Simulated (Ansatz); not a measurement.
Abridged output of a molecular run in Ansatz:

```
Functional definition: HF
742 factors; integrals over basis functions are off by at most 1.2e-3 eV
mean field evaluation 1: about -66021.7631 eV, gradient 1.3e1 eV
mean field evaluation 2: about -66021.8575 eV, gradient 1.3e1 eV
mean field evaluation 4: about -66022.6871 eV, gradient 1.5e0 eV
mean field evaluation 8: about -66022.6973 eV, gradient 3.1e-3 eV
mean field -66022.69725702 eV, -2426.2893724040 hartree, gradient 2.6e-6 eV, S^2 0.000000; 0 other end points of the search recorded, 0 dependent functions left out
10 core orbitals not correlated: weight in the atoms' cores, before any rotation towards them, 1.000 or more for the frozen orbitals, at most 0.000 for the correlated occupied ones
reference -66022.69725702 eV, -2426.2893724040 hartree; 11, 11 occupied and 100, 100 virtual orbitals, 742 factors
second order -10.43906573 eV of doubles, -0.00000000 eV of singles
cycle   1  -10.71254857 eV  change   -2.7e-1 eV  update   7.5e-2
cycle   2  -11.03349728 eV  change   -3.2e-1 eV  update   2.3e-2
cycle   3  -11.07564458 eV  change   -4.2e-2 eV  update   1.3e-2
cycle   4  -11.06442891 eV  change    1.1e-2 eV  update   5.1e-3
cycle   5  -11.06587200 eV  change   -1.4e-3 eV  update   2.4e-3
cycle   6  -11.06532869 eV  change    5.4e-4 eV  update   6.2e-4
cycle   7  -11.06542347 eV  change   -9.5e-5 eV  update   1.4e-4
cycle   8  -11.06548609 eV  change   -6.3e-5 eV  update   4.2e-5
cycle   9  -11.06548012 eV  change    6.0e-6 eV  update   1.1e-5
perturbative correction -0.40457782 eV, -0.0148679607 hartree
Total energy: -66034.16731496 eV, -2426.7108892586 hartree
```

Its atoms:

```xyz
5

B     0.0968    0.0601    0.6275
Se   -0.9531    0.1487   -0.9519
H     1.2344   -0.2837    0.5888
H    -0.4583    0.3678    1.6352
H     0.0802   -0.2928   -1.8997
```

Problem. Which basis set was used?
A. def2-TZVPPD
B. cc-pV(Q+d)Z
C. def2-TZVPP
D. cc-pV(D+d)Z

Solution. C. It gives 121 functions.

Problem. Write the keys of the input that set method, charge and spin (a neutral closed shell needs none for the last two).

Solution. 
```yaml
correlation: {method: ccsd_t}
```
